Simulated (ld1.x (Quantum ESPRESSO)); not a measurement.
## carbon: RRKJ pseudisation with PW91, scalar-relativistic reference atom.

ld1.x (Quantum ESPRESSO) 7.5 was run on this input:

```
&input
   title='C', zed=6., rel=1, dft='PW91', iswitch=3,
   config='[He] 2s2 2p1.5',
   nld=2, rlderiv=2.05, eminld=-3.0, emaxld=5.0, deld=0.02
 /
 &inputp
   pseudotype=2, tm=.false., rho0=0.01, lloc=0,
   nlcc=.true.,
   file_pseudopw='C.UPF', file_wfcaegen='ae.wfc', file_wfcncgen='nc.wfc', file_beta='beta', file_chi='chi'
 /
2
2P  2  1   1.50   0.00  1.90  1.90  0.0
2S  1  0   2.00   0.00  1.10  1.10  0.0
 &test
   configts(1)='2s2 2p1.5'
 /
```

Command:

```bash
ld1.x < C.in > C.out
```

Resulting log (shortened: banner, matrices, multipoles, cross overlaps and the repeated all-electron block are left out):

```
Program LD1 v.7.5
     --------------------------- All-electron run ----------------------------

     C
     scalar relativistic calculation

     atomic number is  6.00
     dft =PW91   lsd =0 sic =0 latt =0  beta=0.20 tr2=1.0E-14
     Exchange-correlation= PW91
                           (   1   4   2   2   0   0   0)
     mesh =1073 r(mesh) = 100.30751 a.u. xmin = -7.00 dx = 0.01250
     1 Ry =  13.60569312 eV, c = 137.03599908

     n l     nl                  e(Ry)          e(Ha)          e(eV)
     1 0     1S 1( 2.00)       -20.6196       -10.3098      -280.5435
     2 0     2S 1( 2.00)        -1.4280        -0.7140       -19.4290
     2 1     2P 1( 1.50)        -0.7929        -0.3964       -10.7879

     final scf error:  9.7E-15 reached in  21 iterations

     Etot =     -75.300935 Ry,     -37.650468 Ha,   -1024.521419 eV

     Ekin =      75.113848 Ry,      37.556924 Ha,    1021.975964 eV
     Encl =    -173.283500 Ry,     -86.641750 Ha,   -2357.642125 eV
     Eh   =      32.798605 Ry,      16.399303 Ha,     446.247760 eV
     Exc  =      -9.929889 Ry,      -4.964944 Ha,    -135.103018 eV

     normalization and overlap integrals

     s(1S/1S) =  1.000000  <r> =   0.2706  <r2> =    0.0992  r(max) =   0.1730
     s(2S/2S) =  1.000000  <r> =   1.5166  <r2> =    2.7624  r(max) =   1.2011
     s(2P/2P) =  1.000000  <r> =   1.6303  <r2> =    3.3991  r(max) =   1.1569

     ------------------------ End of All-electron run ------------------------

     --------------------- Generating NC pseudopotential ---------------------

      Generating local pot.: lloc=0, matching radius rcloc =   1.1000

      Computing core charge for nlcc:

       r > 0.53 : true rho core
       r < 0.53 : rho core = a sin(br)/r    a=   4.18  b=   4.97

      Integrated core pseudo-charge :   0.62

      Wfc   2P  rcut= 1.884  Estimated cut-off energy=       49.92 Ry
      This function has    0 nodes for 0 < r <    1.884

     ------------------- End of pseudopotential generation -------------------

     Computing logarithmic derivative in   2.04319
     Computing logarithmic derivative in   2.04319
     Computing the partial wave expansion
       no projector for channel:   0
     R is outside the sphere for l=    1 j= 0.00

     ---------------------- Testing the pseudopotential ----------------------

     C
     scalar relativistic calculation

     atomic number is  6.00   valence charge is  4.00
     dft =PW91   lsd =0 sic =0 latt =0  beta=0.20 tr2=1.0E-14
     mesh =1073 r(mesh) = 100.30751 xmin = -7.00 dx = 0.01250

     n l     nl             e AE (Ry)        e PS (Ry)    De AE-PS (Ry)
     1 0     2S   1( 2.00)       -1.42800       -1.42802        0.00001
     2 1     2P   1( 1.50)       -0.79289       -0.79289        0.00000

     eps = 2.5E-15  iter = 11

     Etot =     -75.300935 Ry,     -37.650468 Ha,   -1024.521419 eV
     Etotps =   -11.407376 Ry,      -5.703688 Ha,    -155.205261 eV

     Ekin =       5.561818 Ry,       2.780909 Ha,      75.672389 eV
     Encl =     -18.937080 Ry,      -9.468540 Ha,    -257.652104 eV
     Ehrt =       7.110480 Ry,       3.555240 Ha,      96.743003 eV
     Ecxc =      -3.603131 Ry,      -1.801565 Ha,     -49.023093 eV
     (Ecc =      -0.931068 Ry,      -0.465534 Ha,     -12.667820 eV)
     Epseu=      -1.539463 Ry,      -0.769731 Ha,     -20.945457 eV

     ---------------------- End of pseudopotential test ----------------------
```

Generation and configuration tests took about 0.98 s on one core of a shared server CPU.
